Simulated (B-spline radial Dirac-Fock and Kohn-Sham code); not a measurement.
**Core and valence levels of Tm²⁴⁺**

System: the Tm²⁴⁺ ion, [Kr] 4d9; nuclear rms radius 5.2256 fm (A = 169).

Calculated with an atomic code on a B-spline grid, using ΔSCF Dirac-Fock with Breit, self-energy and vacuum polarisation, finite nucleus, configuration average. Correlation energy is missing from these numbers. Energies are counted from the vacuum level. Subshells whose hole state is unreliable or did not converge are left out.

All terms are in eV, carry their sign (relaxation lowers the binding energy) and add up to the binding energy; ⟨r⟩ is the mean radius of the orbital in the initial state.

```
  subshell  −ε (Koopmans)  relaxation    Gaunt  retardation  self-energy  vacuum polarisation  binding energy  ⟨r⟩ (bohr)
    K (1s)        60500.5      -64.90  -200.07        17.88      -114.95                20.24         60158.7       0.020
   L1 (2s)        10965.1      -30.31   -21.44         1.51       -15.97                 2.63         10901.5       0.084
L2 (2p1/2)        10462.3      -34.64   -36.98         4.07         0.21                 0.07         10395.1       0.070
L3 (2p3/2)         9480.8      -32.03   -25.90         5.31        -1.02                -0.10          9427.0       0.078
   M1 (3s)         3110.1       -9.77    -3.86         0.24        -3.62                 0.58          3093.7       0.219
M2 (3p1/2)         2889.8      -10.57    -6.79         0.67         0.00                 0.01               ?       0.209
M3 (3p3/2)         2677.6       -9.62    -4.56         0.98        -0.24                -0.03          2664.1       0.223
M4 (3d3/2)         2307.6      -11.62    -2.81         0.23         0.29                -0.03          2293.6       0.196
   N1 (4s)         1187.1       -1.71    -1.00         0.08        -0.98                 0.16          1183.6       0.472
N2 (4p1/2)         1093.3       -1.75    -1.72         0.19         0.00                 0.00          1090.1       0.474
N3 (4p3/2)         1036.8       -1.55    -1.13         0.27        -0.06                -0.01          1034.3       0.497
 N4,5 (4d)          875.0       -1.56    -0.46         0.07         0.05                -0.01           873.1       0.506
```

Q: Which binding energy belongs in the row of M2 (3p1/2)?

A: 2873.2 eV, the sum of the terms in that row (to rounding).

For the deepest level, K (1s), the Breit terms make up -0.303 % of the binding energy, QED -0.157 % and orbital relaxation -0.108 %.

Spin-orbit splittings: 2p 968.0 eV, 3p 209.1 eV, 4p 55.76 eV.

Going to the tabulated ground configuration of the next ion removes an electron from N4,5 (4d), computed at 873.1 eV. NIST lists 866 ± 4 eV as the ionisation energy of this species (theoretical), -7.13 eV from the computed value. Where a p, d or f shell is open in either ion the computed value averages over both j values and all terms, while the table refers to the lowest levels; that difference holds spin-orbit splitting (largest in heavy or highly charged ions), term energies where several electrons share open shells, and correlation, and it can reach 10 % or more.
